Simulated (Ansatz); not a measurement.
C2H7AlClN (`C[N](C)[AlH][Cl]`). The species carries charge 0 and has multiplicity 1. All single points use the PBE0-D4/def2-TZVP geometry. It is one conformer, not always the lowest.

```xyz
12

C    -0.917   -0.791    0.696
N     0.009    0.028   -0.049
C     1.235    0.278    0.673
Al   -0.267    0.681   -1.662
Cl   -2.092    0.247   -2.608
H    -1.196   -0.315    1.647
H    -1.831   -0.961    0.124
H    -0.481   -1.770    0.937
H     1.914    0.900    0.083
H     1.760   -0.658    0.911
H     1.045    0.798    1.622
H     0.822    1.562   -2.373
```

(1) What is the dipole moment at B3LYP/def2-TZVPP? (Best estimate.)

(2) And with PBE, r2SCAN, ωB97M-V? (Estimate.)

(3) Give the Mulliken charges with B3LYP, ωB97M-V, PBE in def2-TZVPP. (Estimate.)

## Answers

(1) Ansatz gave: 2.02 D, with components (1.23, -0.18, 1.59) D in this frame, pointing from negative to positive charge.

(2) The calculation gave: PBE 2.04 D, r2SCAN 2.06 D, ωB97M-V 1.97 D.

(3) Computed: 
```json
{"atom": "C1", "B3LYP": "-0.17", "ωB97M-V": "-0.23", "PBE": "-0.18"}
{"atom": "N2", "B3LYP": "-0.22", "ωB97M-V": "-0.24", "PBE": "-0.15"}
{"atom": "C3", "B3LYP": "-0.18", "ωB97M-V": "-0.24", "PBE": "-0.18"}
{"atom": "Al4", "B3LYP": "0.47", "ωB97M-V": "0.42", "PBE": "0.38"}
{"atom": "Cl5", "B3LYP": "-0.28", "ωB97M-V": "-0.25", "PBE": "-0.26"}
{"atom": "H6", "B3LYP": "0.08", "ωB97M-V": "0.11", "PBE": "0.08"}
{"atom": "H7", "B3LYP": "0.09", "ωB97M-V": "0.10", "PBE": "0.09"}
{"atom": "H8", "B3LYP": "0.08", "ωB97M-V": "0.11", "PBE": "0.08"}
{"atom": "H9", "B3LYP": "0.09", "ωB97M-V": "0.10", "PBE": "0.09"}
{"atom": "H10", "B3LYP": "0.08", "ωB97M-V": "0.11", "PBE": "0.08"}
{"atom": "H11", "B3LYP": "0.08", "ωB97M-V": "0.11", "PBE": "0.08"}
{"atom": "H12", "B3LYP": "-0.13", "ωB97M-V": "-0.10", "PBE": "-0.12"}
```

B3LYP here is the variant with VWN-RPA as its local correlation; programs differ in this.
